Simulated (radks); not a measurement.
Problem. O+, configuration [He] 2s2 2p3. Calculated with a radial shooting solver on a logarithmic mesh with Libxc functionals: Dirac Kohn-Sham, BLYP, spin-unpolarised, spherical densities, finite nucleus; open shells are shared between the two j in proportion to 2j + 1; Fermi nuclear charge, rms radius 2.6991 fm. Some entries of the table are withheld. Estimate them.

| orbital | occ. | eigenvalue (eV) | r(max) (bohr) | <r^2> (bohr^2) |
|---|---|---|---|---|
| 1s1/2 | 2 | -534.3194 | (1) | (2) |
| 2s1/2 | 2 | (3) | 0.8518 | 1.418 |
| 2p1/2 | 1 | (4) | 0.7756 | (5) |
| 2p3/2 | 2 | (6) | 0.7766 | (7) |

Solution. 
(1) 1s1/2 r(max) (bohr): 0.1291
(2) 1s1/2 <r^2> (bohr^2): 0.05378
(3) 2s1/2 eigenvalue (eV): -39.5275
(4) 2p1/2 eigenvalue (eV): -24.4845
(5) 2p1/2 <r^2> (bohr^2): 1.576
(6) 2p3/2 eigenvalue (eV): -24.4398
(7) 2p3/2 <r^2> (bohr^2): 1.580
